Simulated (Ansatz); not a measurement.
`[CH3][W]([CH3])(=[O])=[O]` + H₂O → `[CH3][W](=[O])(=[O])[OH]` + CH₄ at 500 K and 1 bar (formal hydrolysis of a W–C bond).

Isolated molecules relaxed with PBE0-D4/def2-TZVP in Ansatz; ΔE leaves out vibrations. CBS: MP2 limit from def2 TZ/QZ plus the TZ coupled-cluster correction, frozen cores. This one scheme is used for every species. def2 core potentials past Kr. For W outer-core shells are correlated without core-valence functions, which leaves a few kJ/mol of doubt a bond. One conformer a species, not always the lowest.

| species | CCSD(T)/CBS energy (Eh) | H − E (kJ/mol) | S (J/(mol·K)) |
| --- | --- | --- | --- |
| `[CH3][W]([CH3])(=[O])=[O]` | -297.12079 | 252.8 | 439.1 |
| H₂O | -76.37941 | 73.2 | 206.3 |
| `[CH3][W](=[O])(=[O])[OH]` | -333.08568 | 191.7 | 418.7 |
| CH₄ | -40.46206 | 135.6 | 206.8 |

H − E and S are ideal-gas, rigid-rotor, harmonic terms from PBE0-D4/def2-TZVP, for one conformer and one mirror image of each species. 1 Eh = 2625.50 kJ/mol, R = 8.31446 J/(mol·K).

**Question.** By hand: ΔE, ΔH, ΔS and ΔG.

**Answer.** ΔE = (-333.08568) + (-40.46206) − (-297.12079) − (-76.37941) = -0.04754 Eh = -124.8 kJ/mol. Δ(H − E) = 191.7 + 135.6 − 252.8 − 73.2 = 1.3, so ΔH = -123.5 kJ/mol. ΔS = 418.7 + 206.8 − 439.1 − 206.3 = -19.9 J/(mol·K). ΔG = -123.5 − 500 × (-19.9)/1000 = -113.5 kJ/mol.

**Question.** By hand: the equilibrium constant, and the temperature at which ΔG would vanish if ΔH and ΔS stayed fixed.

**Answer.** log₁₀ K = −ΔG/(RT ln 10) = 11.9. ΔG = 0 at ΔH/ΔS = 6206 K, far beyond where these terms or the molecules hold.

ΔH outweighs TΔS. A doubt of 5 kJ/mol in ΔE shifts log₁₀ K by 0.5 here. Other conformers and mirror images would add mixing entropy, several J/(mol·K) or more a flexible species. These are equilibria of isolated gas molecules and say nothing of rates. Largest T1 diagnostic: 0.023 (customary marks: 0.02 for closed shells, 0.045 for open ones).
